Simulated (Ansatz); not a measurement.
System: PbCl2, charge 0, triplet. PbCl2 (SMILES [Cl][Pb][Cl], triplet).
B3LYP-D3(BJ)/def2-TZVP minimum from Ansatz (a quantum-chemistry and plane-wave program):
```
Cl
Cl 1 2.6820
Pb 1 2.7046 2 60.28
```
Charge 0, spin multiplicity 3.

Total energies in hartree (Ansatz). Open shells are spin-unrestricted; no spin-orbit coupling. Correlated methods leave the cores frozen (noble-gas shells, and filled d and f shells in the p block). Past Kr the def2 sets carry scalar-relativistic core potentials. Spin-orbit terms, left out, reach several kcal/mol for Br and I, and more for heavier atoms. The UHF reference of Cl2Pb ([Cl][Pb][Cl], triplet) is spin-contaminated (<S^2> up to 0.04 over the pure value in the sets run). The spin of Cl2Pb ([Cl][Pb][Cl], triplet) was assumed, and the state is the lowest solution found for it.

```tsv
species	HF/def2-TZVPP	CCSD(T)/def2-TZVPP	HF/def2-QZVPP	CCSD(T)/def2-QZVPP	CCSD(T)/def2-SVP	CCSDT(Q)/def2-SVP
1: PbCl2 (SMILES [Pb]([Cl])[Cl], triplet)	-1110.87445	-1111.36611	-1110.90184	-1111.43940	-1110.90173	-1110.90390
2: Pb (triplet)	-191.83552	-191.88342	-191.83621	-191.88661	-191.87285	-191.87299
3: Cl (doublet)	-459.47685	-459.66464	-459.48954	-459.69535	-459.44599	-459.44629
```

Q: Work out the atomisation energy (electronic, to ground-state atoms) in kJ/mol: take Hartree-Fock from def2-QZVPP, extrapolate the CCSD(T) correlation energy as X^-3 (X = 3, 4), and add CCSDT(Q) - CCSD(T) in def2-SVP. 1 hartree = 2625.5 kJ/mol.

A: 
Species 1: correlation (64·(-0.53756) - 27·(-0.49166))/37 = -0.57105; step -0.00217; E1 = -1110.90184 + (-0.57105) + (-0.00217) = -1111.47506
Species 2: correlation (64·(-0.05040) - 27·(-0.04790))/37 = -0.05222; step -0.00014; E2 = -191.83621 + (-0.05222) + (-0.00014) = -191.88857
Species 3: correlation (64·(-0.20581) - 27·(-0.18779))/37 = -0.21896; step -0.00030; E3 = -459.48954 + (-0.21896) + (-0.00030) = -459.70880
-1·E1 +1·E2 +2·E3 = 0.16889 hartree = 443.4 kJ/mol.
